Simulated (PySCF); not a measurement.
Constitutional and geometric isomers with formula C2H3NSi. Isolated molecules, 0 K electronic values unless said otherwise. Strings in code marks are SMILES.

All values below come from B3LYP-D3(BJ)/def2-TZVP (PySCF). All candidates: neutral, multiplicity 1. B3LYP has the VWN-RPA correlation part, as in Gaussian. Excitations are Tamm–Dancoff values on a coarser integration grid. The basis has no diffuse functions, so Rydberg states are missing or too high.

The S1 excitation (TDA) is 3.71 eV. The HOMO–LUMO gap comes out as 4.63 eV and the LUMO is -1.73 eV.

Q: Name which member has these values.
A. `C=[SiH]C#N`
B. `N=[si]1cc1`
C. `C=[si]1cn1`
D. `[H]/N=[SiH]/C#C`

A: C, `C=[si]1cn1`. The others give `C=[SiH]C#N`: 5.00 eV, 4.60 eV, -2.47 eV; `N=[si]1cc1`: 4.67 eV, 5.77 eV, -1.30 eV; `[H]/N=[SiH]/C#C`: 3.93 eV, 5.19 eV, -2.16 eV
